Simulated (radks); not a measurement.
Values are calculated unless marked as measured or tabulated.
Neutral scandium, 21 electrons, occupied as [Ar] 3d1 4s2.

Code: a radial shooting solver on a logarithmic mesh with Libxc functionals. Model: non-relativistic Kohn-Sham, r2SCAN, spin-polarised, spherical densities, point nucleus; open shells are filled with parallel spins first; meta-GGA in the generalised Kohn-Sham scheme.

Energy parts (eV):
| part | energy |
|---|---|
| total | -20695.851 |
| kinetic | 20676.339 |
| electron-nucleus | -48984.074 |
| Hartree | 8668.780 |
| exchange-correlation | -1056.896 |

Orbitals (lengths in bohr, moments of r in powers of bohr; r(max) is where P^2 peaks):
orbital,occ.,eigenvalue (eV),<1/r>,<r^2>,r(max),<r>
1s down,1,-4389.715,20.53,0.007276,0.04837,0.07361
1s up,1,-4389.703,20.53,0.007276,0.04837,0.07361
2s up,1,-476.7237,4.267,0.1409,0.2855,0.3451
2s down,1,-476.4447,4.269,0.1407,0.2854,0.3449
2p up,3,-392.5001,4.184,0.1173,0.2334,0.3083
2p down,3,-392.2868,4.186,0.1172,0.2333,0.3081
3s up,1,-56.9526,1.289,1.350,0.9321,1.082
3s down,1,-55.9267,1.289,1.348,0.9318,1.082
3p up,3,-35.1625,1.165,1.615,0.9711,1.171
3p down,3,-34.1165,1.166,1.612,0.9709,1.170
4s up,1,-4.4212,0.3464,15.72,3.130,3.707
4s down,1,-4.0637,0.3283,17.26,3.246,3.881
3d up,1,-3.5599,0.7724,4.505,1.096,1.817
3d down,0,-2.5852,0.7447,5.417,1.098,1.955
4p up,0,-1.3947,0.2733,25.48,3.857,4.677
4p down,0,-1.3829,0.2523,28.27,4.179,4.965

The highest occupied level is 3d up at -3.560 eV. Spin moment in Bohr magnetons: 1.
